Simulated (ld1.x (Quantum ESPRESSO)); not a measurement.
**Reading a pseudo-wave (phosphorus (P))**

Columns: radius, all-electron u(r) and pseudo u(r) of the 3s shell (level -33.86 eV) of phosphorus in the configuration [Ne] 3s2 3p1; PBE, non-relativistic, TM semilocal scheme, ld1.x (Quantum ESPRESSO) 7.5.

```csv
r (bohr),all-electron,pseudo
0.078,0.1888,0.0252
0.155,-0.0568,0.0509
0.232,-0.2836,0.0784
0.310,-0.3970,0.1089
0.388,-0.4002,0.1430
0.465,-0.3267,0.1813
0.542,-0.2074,0.2250
0.620,-0.0637,0.2755
0.698,0.0858,0.3324
0.775,0.2281,0.3946
0.852,0.3587,0.4615
0.930,0.4752,0.5317
1.008,0.5744,0.6014
1.085,0.6551,0.6660
1.162,0.7196,0.7229
1.240,0.7695,0.7701
1.318,0.8050,0.8049
1.395,0.8271,0.8271
1.472,0.8380,0.8380
1.550,0.8389,0.8389
1.628,0.8312,0.8312
1.705,0.8165,0.8165
1.782,0.7960,0.7960
1.860,0.7706,0.7706
1.938,0.7415,0.7415
2.015,0.7102,0.7102
```

(1) How many radial nodes do the two functions have?

(2) At about which radius was the pseudo-wave matched?

(3) Where does each function peak?

(4) Is the pseudo-wave norm-conserving?

## Answers

(1) The all-electron 3s function has n − l − 1 = 2; the pseudo-wave has 0, since the states of the same l below it are removed with the core.

(2) 1.55 bohr. The columns agree to 0.0005 from 1.32 bohr on; several derivatives are matched, so the curves merge somewhat inside the radius.

(3) Outermost all-electron maximum near 1.55 bohr, pseudo maximum near 1.55 bohr (to the table’s step).

(4) Yes: the TM semilocal scheme keeps the norm inside the radius equal to the all-electron one, which fixes the energy derivative of the logarithmic derivative at the level.
